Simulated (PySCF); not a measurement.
Input file for PySCF: R-HF/3-21G on BF (SMILES [B]F), 2S+1 = 1.

```python
from pyscf import gto, scf, dft, mp
from pyscf.data.elements import chemcore

mol = gto.M(
    atom='''
    B    -0.00000000   -0.00000000   -0.81316192
    F     0.00000000    0.00000000    0.45175662
    ''',
    basis='3-21g',
    charge=0, spin=0, verbose=3, max_memory=1800)
mf = scf.RHF(mol)
mf.conv_tol = 1e-8
mf.max_cycle = 100
mf.kernel()
if not mf.converged:
    mf = mf.newton().run(mf.mo_coeff, mf.mo_occ)
```

Program output:

```
converged SCF energy = -123.431990894321
```

The run converged.

Cost: about 0.12 core-seconds (a rough figure).
